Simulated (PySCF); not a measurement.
**Spin-rotation constants: `CO[C@H]1C=COCCC1`, C7H12O2**

Geometry (Å), atoms numbered from 1 in this order:
```xyz
21

C     1.789    1.561    1.013
O     1.166    0.309    0.901
C     0.919   -0.112   -0.436
C     0.724   -1.609   -0.464
C    -0.421   -2.265   -0.305
O    -1.641   -1.795    0.027
C    -1.678   -0.547    0.697
C    -1.522    0.672   -0.210
C    -0.274    0.605   -1.097
H     1.962    1.722    2.076
H     2.749    1.577    0.482
H     1.160    2.371    0.626
H     1.817    0.111   -1.038
H     1.606   -2.192   -0.673
H    -0.460   -3.339   -0.443
H    -0.891   -0.531    1.459
H    -2.656   -0.517    1.185
H    -1.469    1.545    0.443
H    -2.403    0.777   -0.846
H     0.014    1.618   -1.386
H    -0.500    0.055   -2.013
```

The calculation used PySCF 2.14.0, GIAO B3LYP/pcSseg-1 magnetisability, rotational g tensor and spin-rotation constants, non-relativistic, gas phase. Geometry: GFN2-xTB.

Q: Give the nuclear spin-rotation constants along the inertial axes (H = +C I·J) beside the isotropic shieldings.

A: Rotational constants 2.6140, 1.3876, 1.1620 GHz. A star marks the isotopologue with that one atom substituted, in its own axes.
```tsv
atom	isotope	Caa (kHz)	Cbb (kHz)	Ccc (kHz)	mean (kHz)	σ (ppm)
H10	1H	-0.232	-0.144	0.047	-0.109	27.9
H11	1H	-0.156	-0.064	-0.066	-0.095	28.5
H12	1H	-0.275	0.027	-0.080	-0.110	28.2
H13	1H	-0.071	-0.111	-0.054	-0.079	28.2
H14	1H	-0.266	0.120	-0.136	-0.094	26.9
H15	1H	0.004	-0.005	-0.121	-0.041	25.4
H16	1H	-0.106	-0.086	-0.029	-0.073	26.8
H17	1H	-0.150	-0.033	-0.074	-0.086	27.7
H18	1H	-0.117	-0.084	-0.099	-0.100	30.1
H19	1H	-0.147	-0.078	-0.077	-0.101	29.6
H20	1H	-0.053	-0.109	-0.090	-0.084	29.4
H21	1H	-0.140	-0.142	-0.035	-0.105	29.9
C1	13C*	0.396	0.322	0.284	0.334	122.6
O2	17O*	-0.270	-0.168	-0.082	-0.173	277.4
C3	13C*	0.694	0.370	0.234	0.433	100.8
C4	13C*	0.660	0.625	0.207	0.497	69.7
C5	13C*	0.967	0.674	0.282	0.641	20.4
O6	17O*	-0.596	-0.296	-0.101	-0.331	181.6
C7	13C*	0.623	0.307	0.283	0.405	107.0
C8	13C*	0.460	0.238	0.198	0.299	148.3
C9	13C*	0.490	0.212	0.201	0.301	149.7
```
For the geometry as given, no vibrational averaging.
